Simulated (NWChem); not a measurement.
# B2, triplet; SMILES [B][B]

Computed with NWChem. Spin-unrestricted. Medium grid unless said otherwise, to which SCAN and Minnesota functionals are sensitive. Structure relaxed at the PBE0/def2-SVP, spin-unrestricted level. No stability test was run on the SCF state. Level r2SCAN/def2-TZVP: energy and gradient; each run changes one setting, and changes count from the defaults (medium grid, exact Coulomb integrals, symmetry on).

```csv
setting,size of the energy change (μHa),largest change of a gradient component (μHa/bohr)
defaults,< 10,< 30
symmetry off,< 10,other frame
"Coulomb fitting, Weigend set",30,< 30
coarse grid,200,30
extra-fine grid,90,100
"Coulomb fitting, Ahlrichs set",20,60
```
